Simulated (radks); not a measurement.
Problem. These are the eigenvalues of the occupied orbitals of an atom or ion with whole-number occupations (Ry). All-electron calculation, scalar-relativistic Kohn-Sham, PBEsol, spin-unpolarised, spherical densities, finite nucleus; Fermi nuclear charge, rms radius of each element as measured or else 0.836 A^(1/3) + 0.57 fm. Program: a radial shooting solver on a logarithmic mesh with Libxc functionals.

orbital  eigenvalue
1s        -3429.213
2s        -560.6756
2p        -500.2937
3s        -123.0721
3p        -104.1918
3d        -78.60213
4s        -24.69129
4p        -18.48534
4d         -9.77684
5s         -3.50605
5p         -2.03151
4f         -0.50347
6s         -0.48934
5f         -0.03110

Which element is it, and in what charge state? The configuration may be excited.

Solution. Z = 62, samarium, charge 0: Sm in [Xe] 4f6 6s1 5f1. The list shows which subshells hold electrons but not how many an open one holds; the 1s level, -1714.6 hartree, gives Z - s = 58.6 by -(Z - s)^2/2, which with screening and relativity narrows Z to a few neighbours, and the depths of the outer levels then fix element, charge and occupations together.
